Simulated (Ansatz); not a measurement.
Reaction (isomerisation): `[SiH3][SiH2][O][GeH3]` → `O[SiH2][SiH2][GeH3]`

Calculated with Ansatz (gas phase, PBE0-D4/def2-TZVP geometries, no zero-point term in ΔE). CBS: MP2 limit from def2 TZ/QZ plus the TZ coupled-cluster correction, frozen cores. Functionals use def2-TZVPP. B3LYP here is the variant with VWN-RPA as its local correlation; programs differ in this. For Ge outer-core shells are correlated without core-valence functions, which leaves a few kJ/mol of doubt a bond. Scalar relativity is left out up to krypton. One conformer a species, not always the lowest.

`[SiH3][SiH2][O][GeH3]`:

Cartesian coordinates in Å:
```
Si -0.865 1.434 1.167
Si -1.166 -0.639 0.105
O 0.258 -1.367 -0.244
Ge 1.734 -0.880 -1.105
H -0.123 2.377 0.284
H -2.191 2.037 1.481
H -0.098 1.288 2.435
H -1.963 -0.415 -1.138
H -1.939 -1.554 0.987
H 2.664 -2.095 -1.040
H 2.332 0.337 -0.379
H 1.357 -0.523 -2.552
```

`O[SiH2][SiH2][GeH3]`:

Cartesian coordinates in Å:
```
O 1.744 0.299 -1.396
Si 1.696 0.338 0.257
Si -0.545 0.680 0.820
Ge -1.914 -0.860 -0.371
H 2.596 0.177 -1.816
H 2.582 1.412 0.795
H 2.174 -0.949 0.841
H -0.963 2.073 0.501
H -0.710 0.468 2.286
H -1.428 -2.298 -0.122
H -1.851 -0.577 -1.879
H -3.381 -0.762 0.085
```

```json
{"level": "PBE-D4", "ΔE (kJ/mol)": "-3.9", "difference from CCSD(T)/CBS": "-14.6"}
{"level": "r2SCAN-D4", "ΔE (kJ/mol)": "7.1", "difference from CCSD(T)/CBS": "-3.6"}
{"level": "PBE0-D4", "ΔE (kJ/mol)": "-0.6", "difference from CCSD(T)/CBS": "-11.3"}
{"level": "B3LYP-D4", "ΔE (kJ/mol)": "13.3", "difference from CCSD(T)/CBS": "2.6"}
{"level": "ωB97X-V", "ΔE (kJ/mol)": "14.9", "difference from CCSD(T)/CBS": "4.2"}
{"level": "ωB97M-V", "ΔE (kJ/mol)": "12.4", "difference from CCSD(T)/CBS": "1.7"}
{"level": "B2PLYP", "ΔE (kJ/mol)": "16.5", "difference from CCSD(T)/CBS": "5.8"}
{"level": "PBE", "ΔE (kJ/mol)": "-4.4", "difference from CCSD(T)/CBS": "-15.1"}
{"level": "r2SCAN", "ΔE (kJ/mol)": "6.9", "difference from CCSD(T)/CBS": "-3.8"}
{"level": "PBE0", "ΔE (kJ/mol)": "-1.0", "difference from CCSD(T)/CBS": "-11.7"}
{"level": "B3LYP", "ΔE (kJ/mol)": "12.6", "difference from CCSD(T)/CBS": "1.9"}
{"level": "HF/def2-TZVPP", "ΔE (kJ/mol)": "35.8", "difference from CCSD(T)/CBS": "25.1"}
{"level": "MP2/def2-TZVPP", "ΔE (kJ/mol)": "16.9", "difference from CCSD(T)/CBS": "6.2"}
{"level": "SCS-MP2/def2-TZVPP", "ΔE (kJ/mol)": "24.5", "difference from CCSD(T)/CBS": "13.8"}
{"level": "CCSD/def2-TZVPP", "ΔE (kJ/mol)": "16.8", "difference from CCSD(T)/CBS": "6.1"}
{"level": "CCSD(T)/def2-TZVPP", "ΔE (kJ/mol)": "15.2", "difference from CCSD(T)/CBS": "4.5"}
{"level": "HF/def2-QZVPP", "ΔE (kJ/mol)": "38.1", "difference from CCSD(T)/CBS": "27.4"}
{"level": "MP2/def2-QZVPP", "ΔE (kJ/mol)": "15.0", "difference from CCSD(T)/CBS": "4.3"}
{"level": "SCS-MP2/def2-QZVPP", "ΔE (kJ/mol)": "23.0", "difference from CCSD(T)/CBS": "12.3"}
{"level": "HF/CBS(def2)", "ΔE (kJ/mol)": "38.4", "difference from CCSD(T)/CBS": "27.7"}
{"level": "MP2/CBS(def2)", "ΔE (kJ/mol)": "12.3", "difference from CCSD(T)/CBS": "1.6"}
{"level": "CCSD/CBS(def2)", "ΔE (kJ/mol)": "12.2", "difference from CCSD(T)/CBS": "1.5"}
{"level": "CCSD(T)/CBS", "ΔE (kJ/mol)": "10.7", "difference from CCSD(T)/CBS": "0"}
```

Largest T1 diagnostic among the species: 0.013.

From PBE to PBE0 (25 % exact exchange), in def2-TZVPP and without D4, ΔE moves by +3.4 kJ/mol. In def2-TZVPP, CCSD(T) changes the Hartree–Fock value by −20.5 kJ/mol (the triples alone add −1.6 kJ/mol) and MP2 by −18.9 kJ/mol.

CCSD(T)/CBS has its own doubt, a few kJ/mol and more with outer-core shells, so smaller differences from it don't rank the levels.
